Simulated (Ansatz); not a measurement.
Mulliken charges of CH3FInNO, SMILES `[NH2][In]([F])[CH]=O` from PBE/def2-TZVPP in Ansatz (PBE0-D4/def2-TZVP geometry).

```
atom   x (Å)   y (Å)   z (Å)  charge (e)
  N1  -0.587   0.632   1.799      -0.447
 In2   0.354   0.031   0.142       0.675
  F3   2.296   0.012   0.472      -0.467
  C4  -0.093  -0.807  -1.858      -0.019
  O5  -1.198  -0.875  -2.304      -0.147
  H6  -1.519   1.011   1.735       0.149
  H7  -0.036   1.161   2.460       0.161
  H8   0.782  -1.166  -2.446       0.096
```

By hand: the dipole of these point charges (1 e Å = 4.8032 D).

Σ q r = (-0.550, 0.102, -0.135) e Å, of length 0.575 e Å = 2.76 D.

How does the dipole of the full density compare? (Estimate.)

The calculation gave: (-0.354, 0.165, -0.052) e Å, 1.89 D; the point charges give 1.46 times that, at 15° from its direction.

Point charges leave out the atoms' own dipoles, such as those of lone pairs, and Mulliken's split depends on the basis, so the two needn't agree.
